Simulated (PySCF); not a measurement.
# Electronic structure of Ag (silver, neutral) at the UHF level

Configuration: [Kr] 4d10 5s1, 2S determinant. All numbers are calculated (PySCF 2.14, scalar relativity by spin-free X2C-1e, in x2c-TZVPall).

| Property | Result |
| --- | --- |
| Total energy | -5312.812032 hartree |
| One-electron energy | -7330.3699 hartree |
| Hartree (Coulomb) energy | 2165.7619 hartree |
| Exchange energy | -148.2040 hartree |
| ⟨S²⟩ | 0.7519 |
| ⟨L²⟩ | 0.000 |
| Sum of ⟨r⟩ | 32.59 bohr |
| Sum of ⟨r²⟩ | 48.81 bohr² |
| Langevin diamagnetic susceptibility | -38.7 ×10⁻⁶ cm³/mol |
| Time after the integrals | 0.28 s of wall time on 1 thread of Intel(R) Xeon(R) Platinum 8559C (shared host) |

```
shell  electrons  mean orbital energy (hartree)  rms radius, mean of both spins (bohr)
 1s α          1                     -942.41707                                 0.0357
 1s β          1                     -942.41559                                 0.0357
 2s α          1                     -141.90812                                  0.146
 2s β          1                     -141.90770                                  0.146
 2p β          3                     -127.09448                                  0.130
 2p α          3                     -127.09366                                  0.130
 3s α          1                      -27.36721                                  0.392
 3s β          1                      -27.36470                                  0.392
 3p α          3                      -22.36904                                  0.394
 3p β          3                      -22.36874                                  0.394
 3d β          5                      -14.47655                                  0.376
 3d α          5                      -14.47535                                  0.376
 4s α          1                       -4.27107                                  0.979
 4s β          1                       -4.26871                                  0.979
 4p β          3                       -2.74410                                   1.08
 4p α          3                       -2.74065                                   1.08
 4d α          5                       -0.51164                                   1.53
 4d β          5                       -0.50912                                   1.53
 5s α          1                       -0.23830                                   3.68
```

Densities and radii are taken from the X2C orbitals without a picture-change correction, which distorts them close to the nucleus.
